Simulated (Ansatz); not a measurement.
In9Sb9 (started as a model of: (InSb)9 cage of four- and six-membered rings). The state is a singlet with charge 0. Geometry PBE-D4/def2-SVP.

Cartesian coordinates in Å:
```
In 0.453 3.398 -1.166
In 2.710 0.943 -1.080
In -0.630 0.762 -2.902
In -2.625 1.425 0.689
In 0.715 1.607 2.511
In -1.681 -0.626 3.145
In 1.585 -2.279 1.301
In -1.755 -2.460 -0.520
In 1.228 -2.772 -1.979
Sb 2.425 3.056 0.868
Sb 1.777 2.199 -3.477
Sb -2.286 2.801 -1.701
Sb -1.943 2.277 3.335
Sb 1.092 -0.991 3.714
Sb -3.620 -1.247 1.145
Sb 3.551 -1.682 -0.728
Sb -1.161 -1.936 -3.297
Sb 0.165 -4.476 0.141
```

In the def2 sets In, Sb take a core potential; there is no spin–orbit coupling. Single mean-field runs in def2-SVP, def2-mTZVP are fitted with def2-universal-jkfit.

(1) Estimate the orbital energies around the gap (eV) in Ansatz with PBE-D4/def2-SVP, r2SCAN-D4/def2-SVP, r2SCAN-D4/def2-mTZVP, r2SCANh-D4/def2-SVP, PBE0-D4/def2-SVP.

Results:

(1) 
```json
{"orbital": "HOMO−9", "PBE-D4/def2-SVP": "-5.65", "r2SCAN-D4/def2-SVP": "-5.90", "r2SCAN-D4/def2-mTZVP": "-5.90", "r2SCANh-D4/def2-SVP": "-6.18", "PBE0-D4/def2-SVP": "-6.43"}
{"orbital": "HOMO−8", "PBE-D4/def2-SVP": "-5.65", "r2SCAN-D4/def2-SVP": "-5.90", "r2SCAN-D4/def2-mTZVP": "-5.90", "r2SCANh-D4/def2-SVP": "-6.18", "PBE0-D4/def2-SVP": "-6.43"}
{"orbital": "HOMO−7", "PBE-D4/def2-SVP": "-5.59", "r2SCAN-D4/def2-SVP": "-5.85", "r2SCAN-D4/def2-mTZVP": "-5.85", "r2SCANh-D4/def2-SVP": "-6.14", "PBE0-D4/def2-SVP": "-6.39"}
{"orbital": "HOMO−6", "PBE-D4/def2-SVP": "-5.49", "r2SCAN-D4/def2-SVP": "-5.76", "r2SCAN-D4/def2-mTZVP": "-5.75", "r2SCANh-D4/def2-SVP": "-6.04", "PBE0-D4/def2-SVP": "-6.29"}
{"orbital": "HOMO−5", "PBE-D4/def2-SVP": "-5.49", "r2SCAN-D4/def2-SVP": "-5.76", "r2SCAN-D4/def2-mTZVP": "-5.75", "r2SCANh-D4/def2-SVP": "-6.04", "PBE0-D4/def2-SVP": "-6.29"}
{"orbital": "HOMO−4", "PBE-D4/def2-SVP": "-5.20", "r2SCAN-D4/def2-SVP": "-5.44", "r2SCAN-D4/def2-mTZVP": "-5.44", "r2SCANh-D4/def2-SVP": "-5.71", "PBE0-D4/def2-SVP": "-5.95"}
{"orbital": "HOMO−3", "PBE-D4/def2-SVP": "-5.20", "r2SCAN-D4/def2-SVP": "-5.44", "r2SCAN-D4/def2-mTZVP": "-5.44", "r2SCANh-D4/def2-SVP": "-5.71", "PBE0-D4/def2-SVP": "-5.95"}
{"orbital": "HOMO−2", "PBE-D4/def2-SVP": "-4.99", "r2SCAN-D4/def2-SVP": "-5.24", "r2SCAN-D4/def2-mTZVP": "-5.23", "r2SCANh-D4/def2-SVP": "-5.50", "PBE0-D4/def2-SVP": "-5.74"}
{"orbital": "HOMO−1", "PBE-D4/def2-SVP": "-4.99", "r2SCAN-D4/def2-SVP": "-5.24", "r2SCAN-D4/def2-mTZVP": "-5.23", "r2SCANh-D4/def2-SVP": "-5.50", "PBE0-D4/def2-SVP": "-5.74"}
{"orbital": "HOMO", "PBE-D4/def2-SVP": "-4.92", "r2SCAN-D4/def2-SVP": "-5.14", "r2SCAN-D4/def2-mTZVP": "-5.13", "r2SCANh-D4/def2-SVP": "-5.39", "PBE0-D4/def2-SVP": "-5.62"}
{"orbital": "LUMO", "PBE-D4/def2-SVP": "-4.26", "r2SCAN-D4/def2-SVP": "-4.32", "r2SCAN-D4/def2-mTZVP": "-4.31", "r2SCANh-D4/def2-SVP": "-4.17", "PBE0-D4/def2-SVP": "-3.88"}
{"orbital": "LUMO+1", "PBE-D4/def2-SVP": "-3.01", "r2SCAN-D4/def2-SVP": "-3.03", "r2SCAN-D4/def2-mTZVP": "-3.03", "r2SCANh-D4/def2-SVP": "-2.83", "PBE0-D4/def2-SVP": "-2.50"}
{"orbital": "LUMO+2", "PBE-D4/def2-SVP": "-3.01", "r2SCAN-D4/def2-SVP": "-3.03", "r2SCAN-D4/def2-mTZVP": "-3.03", "r2SCANh-D4/def2-SVP": "-2.83", "PBE0-D4/def2-SVP": "-2.50"}
{"orbital": "LUMO+3", "PBE-D4/def2-SVP": "-2.95", "r2SCAN-D4/def2-SVP": "-2.95", "r2SCAN-D4/def2-mTZVP": "-2.96", "r2SCANh-D4/def2-SVP": "-2.76", "PBE0-D4/def2-SVP": "-2.44"}
{"orbital": "LUMO+4", "PBE-D4/def2-SVP": "-2.66", "r2SCAN-D4/def2-SVP": "-2.65", "r2SCAN-D4/def2-mTZVP": "-2.67", "r2SCANh-D4/def2-SVP": "-2.46", "PBE0-D4/def2-SVP": "-2.17"}
{"orbital": "LUMO+5", "PBE-D4/def2-SVP": "-2.66", "r2SCAN-D4/def2-SVP": "-2.65", "r2SCAN-D4/def2-mTZVP": "-2.66", "r2SCANh-D4/def2-SVP": "-2.46", "PBE0-D4/def2-SVP": "-2.16"}
```
